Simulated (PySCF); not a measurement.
SMILES c1(sc(O)cc1)[SiH3], GFN2-xTB optimised geometry.

```
13

O     -1.41    -2.91     0.00
C     -0.61    -1.82     0.00
C      0.75    -1.82     0.00
C      1.28    -0.52     0.00
C      0.35     0.48     0.00
Si     0.59     2.34     0.00
S     -1.25    -0.21     0.00
H     -2.34    -2.65     0.00
H      1.34    -2.72     0.00
H      2.34    -0.31     0.00
H      2.03     2.58     0.01
H     -0.03     2.90    -1.21
H     -0.05     2.91     1.18
```

Density from B3LYP/def2-TZVP run with PySCF 2.14.0 at that geometry.

Minimum of the electron density along straight lines between bonded atoms, close to the bond critical point (lines longer than 1.1 times the sum of covalent radii, or with two minima, are not listed):

```tsv
bond	length / Å	ρ at the minimum / e bohr⁻³	∇²ρ there / e bohr⁻⁵	position (fraction from the first atom)
O1–C2	1.348	0.303	-0.61	0.66
C2–C3	1.361	0.336	-1.00	0.54
C3–C4	1.411	0.306	-0.88	0.50
C4–C5	1.362	0.333	-0.98	0.50
C5–Si6	1.871	0.118	0.22	0.61
C2–S7	1.739	0.212	-0.43	0.49
C5–S7	1.745	0.205	-0.38	0.46
O1–H8	0.964	0.359	-2.46	0.81
C3–H9	1.074	0.289	-1.04	0.65
C4–H10	1.076	0.291	-1.06	0.65
Si6–H11	1.462	0.125	0.18	0.49
Si6–H12	1.465	0.125	0.17	0.49
Si6–H13	1.465	0.125	0.17	0.49
```
